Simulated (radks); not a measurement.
Problem. These are the eigenvalues of the occupied orbitals of an atom or ion with whole-number occupations (eV). All-electron calculation, scalar-relativistic Kohn-Sham, revPBE, spin-polarised, spherical densities, point nucleus. Program: a radial shooting solver on a logarithmic mesh with Libxc functionals.

orbital  eigenvalue
1s        -692.7083

Which element is it, and in what charge state? The configuration may be excited. Open shells, if any, are filled with parallel spins first.

Solution. Z = 8, oxygen, charge +6: O6+ in [He]. The 1s level, -25.457 hartree, gives Z - s = 7.1 by -(Z - s)^2/2, which with screening and relativity narrows Z to a few neighbours, and with so few levels the electron count can be read from the list.
